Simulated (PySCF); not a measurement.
C₃H₈O₂Si, SMILES CC(=O)C[SiH2]O. Atoms are numbered in the order given.

```xyz
14

C      2.5312     0.1155    -0.2444
C      1.1029     0.5219     0.0062
O      0.5805     1.4371    -0.6164
C      0.3172    -0.2685     1.0186
Si    -1.2436    -0.9537     0.1641
O     -2.0167     0.3489    -0.5068
H      2.5694    -0.9489    -0.5311
H      2.9709     0.7348    -1.0365
H      3.1195     0.2111     0.6832
H      0.9147    -1.0434     1.5239
H     -0.0712     0.4328     1.7787
H     -0.8138    -1.9723    -0.8454
H     -2.1313    -1.6071     1.1648
H     -1.3670     1.0436    -0.7315
```
Charge 0, spin multiplicity 1.

Geometry optimised at r2SCAN-D4/def2-SVP. The values are those of a single conformer.

Level of theory: PBE0/pcSseg-1 (PySCF).

GIAO shieldings, no solvent; atoms listed in one row are averaged. δ = σ(ref) − σ: ¹³C against TMS (σ = 186.3 ppm); ¹⁷O against H2O (σ = 334.2 ppm); ²⁹Si against TMS (σ = 352.7 ppm); ¹H against TMS (σ = 31.56 ppm), references at their B3LYP-D3(BJ)/def2-TZVP geometries, non-relativistic.

| nucleus | atoms | count | δ (ppm) |
|---|---|---|---|
| ¹³C | C2 | 1 | 220.7 |
| ¹³C | C1 | 1 | 37.0 |
| ¹³C | C4 | 1 | 36.2 |
| ¹⁷O | O3 | 1 | 647.2 |
| ¹⁷O | O6 | 1 | 21.3 |
| ²⁹Si | Si5 | 1 | -20.2 |
| ¹H | H12, H13 | 2 | 5.20 |
| ¹H | H14 | 1 | 3.99 |
| ¹H | H7, H8, H9 | 3 | 2.61 |
| ¹H | H11 | 1 | 2.46 |
| ¹H | H10 | 1 | 2.36 |
